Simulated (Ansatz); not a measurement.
C4H2F4, SMILES `FC1=CC(F)(F)C1F`, 10 atoms. The species carries charge 0 and has multiplicity 1. All runs use 8 threads of an Arm Neoverse V1 on a shared host. Correlated methods freeze the cores.

Problem. How many basis functions does each run have, and how long does it take in Ansatz? RKS ωB97M-V/def2-QZVPP energy; RKS PBE0-D4/def2-QZVPP energy; RKS B97M-V/def2-TZVPP energy; RKS PBE0-D4/def2-SVP energy; RHF-MP2/def2-QZVPP energy; RKS r2SCAN0-D4/def2-TZVPP energy; RKS B3LYP-D4/def2-TZVPP energy and forces; RKS PBE0-D4/def2-TZVP relaxation (5 steps); RKS PBE0-D4/def2-TZVP frequencies; direct RPA on PBE orbitals/def2-TZVPP energy; RKS ωB97M-V/def2-SVP energy; RKS B2PLYP (frozen core)/def2-TZVPP energy. (Best estimate.)

Solution. Computed: Other jobs shared the machine, so times are rough.

```tsv
level	job	functions	wall time	peak host memory (GiB)
RKS PBE0-D4/def2-SVP	energy	122	0.85 s	0.31
RKS ωB97M-V/def2-SVP	energy	122	3 s	0.42
RKS B3LYP-D4/def2-TZVPP	energy and forces	276	3.5 s	0.87
RKS r2SCAN0-D4/def2-TZVPP	energy	276	3.9 s	0.82
RKS B2PLYP (frozen core)/def2-TZVPP	energy	276	4.7 s	0.89
direct RPA on PBE orbitals/def2-TZVPP	energy	276	5.5 s	0.81
RKS PBE0-D4/def2-QZVPP	energy	516	6 s	2.1
RKS B97M-V/def2-TZVPP	energy	276	7.5 s	0.5
RKS ωB97M-V/def2-QZVPP	energy	516	15 s	2.5
RKS PBE0-D4/def2-TZVP	relaxation (5 steps)	260	18 s	0.81
RHF-MP2/def2-QZVPP	energy	516	20 s	3.9
RKS PBE0-D4/def2-TZVP	frequencies	260	2.3 min	0.92
```

B3LYP here is the variant with VWN-RPA as its local correlation; programs differ in this.
